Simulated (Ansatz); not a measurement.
`CN(C)N[SiH3]` + `[OH][GeH]([OH])[OH]` → `[OH][GeH]([OH])[O][SiH3]` + `CN(C)N`  (ligand exchange at the Si–N bond)

Isolated molecules relaxed with PBE0-D4/def2-TZVP in Ansatz; ΔE leaves out vibrations. CCSD(T)/CBS is the MP2 limit (def2-TZVPP, def2-QZVPP) plus CCSD(T) − MP2 in def2-TZVPP, frozen cores. This one scheme is used for every species. Functionals use def2-TZVPP. B3LYP here is the variant with VWN-RPA as its local correlation; programs differ in this. For Ge outer-core shells are correlated without core-valence functions, which leaves a few kJ/mol of doubt a bond. Scalar relativity is left out up to krypton. Each species was taken in one conformer, which may not be the lowest.

`CN(C)N[SiH3]`:

Cartesian coordinates in Å:
```
C -0.578 1.017 -1.102
N -0.678 0.619 0.284
C 0.327 1.253 1.109
N -0.663 -0.779 0.440
Si 0.512 -1.896 -0.154
H -1.379 0.548 -1.675
H -0.687 2.102 -1.173
H 0.386 0.743 -1.566
H 0.216 2.337 1.037
H 0.181 0.954 2.147
H 1.358 0.994 0.813
H -1.550 -1.123 0.769
H 0.071 -3.212 0.375
H 0.606 -1.983 -1.640
H 1.879 -1.574 0.337
```

`[OH][GeH]([OH])[OH]`:

```xyz
8

O    -0.336   -1.092   -1.272
Ge    0.235    0.272   -0.310
O     0.889   -0.281    1.241
O    -1.114    1.294    0.176
H    -1.166   -1.450   -0.947
H     1.246    1.011   -1.183
H     1.459   -1.049    1.164
H    -1.214    1.295    1.132
```

`[OH][GeH]([OH])[O][SiH3]`:

Z-matrix (Å, degrees):
```
Ge
O 1 1.763
O 1 1.764 2 105.6
O 1 1.760 2 108.2 3 118.3
H 1 1.524 2 114.0 3 -121.1
H 2 0.961 1 111.5 3 11.1
Si 3 1.641 1 134.5 2 127.2
H 4 0.961 1 112.3 2 -28.2
H 7 1.488 3 111.0 1 -60.2
H 7 1.484 3 107.4 1 -179.4
H 7 1.487 3 111.1 1 60.9
```

`CN(C)N`:

Z-matrix (Å, degrees):
```
C
N 1 1.443
H 1 1.092 2 109.5
H 1 1.105 2 112.6 3 -120.2
H 1 1.089 2 109.1 3 119.4
C 2 1.444 1 111.9 3 59.5
N 2 1.411 1 109.0 3 -175.3
H 6 1.092 2 110.0 1 -57.9
H 6 1.107 2 112.3 1 62.6
H 6 1.092 2 109.8 1 -176.8
H 7 1.024 2 110.5 1 -82.6
H 7 1.013 2 108.2 1 160.0
```

```csv
level,ΔE (kJ/mol)
PBE-D4,-59.9
ωB97M-V,-68.0
PBE,-62.8
r2SCAN,-69.4
PBE0,-66.1
B3LYP,-72.1
SCS-MP2/def2-QZVPP,-73.7
CCSD/CBS(def2),-72.1
```

(1) What does CCSD(T)/CBS give? (Estimate.)

Largest T1 diagnostic among the species: 0.012.

## Answers

(1) The calculation gave: -70.2 kJ/mol. The listed levels differ from it by 10.3, 2.2, 7.4, 0.8, 4.1, -1.9, -3.5, -1.9 kJ/mol.

The D4 term adds +4.5 kJ/mol with B3LYP and +2.4 kJ/mol with PBE0; it sums over pairs of atoms, weighted by their polarisabilities, and B3LYP, whose exchange is more repulsive, gets the larger term. From PBE to PBE0 (25 % exact exchange), in def2-TZVPP and without D4, ΔE moves by −3.4 kJ/mol. In def2-TZVPP, CCSD(T) changes the Hartree–Fock value by +14.4 kJ/mol (the triples alone add +1.8 kJ/mol) and MP2 by +15.5 kJ/mol.
